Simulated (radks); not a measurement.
Problem. These are the eigenvalues of the occupied orbitals of an atom or ion with whole-number occupations (hartree). Calculated with a radial shooting solver on a logarithmic mesh with Libxc functionals: Dirac Kohn-Sham, PBE, spin-unpolarised, spherical densities, finite nucleus; Fermi nuclear charge, rms radius of each element as measured or else 0.836 A^(1/3) + 0.57 fm.

orbital  eigenvalue
1s1/2     -164.4832
2s1/2     -30.79836
2p1/2     -28.56415
2p3/2     -28.39781

Which element is it, and in what charge state? The configuration may be excited. Open shells, if any, are shared by 2j + 1.

Solution. Z = 20, calcium, charge +13: Ca13+ in [He] 2s2 2p3. The list shows which subshells hold electrons but not how many an open one holds; the 1s level, -164.48 hartree, gives Z - s = 18.1 by -(Z - s)^2/2, which with screening and relativity narrows Z to a few neighbours, and the depths of the outer levels then fix element, charge and occupations together.
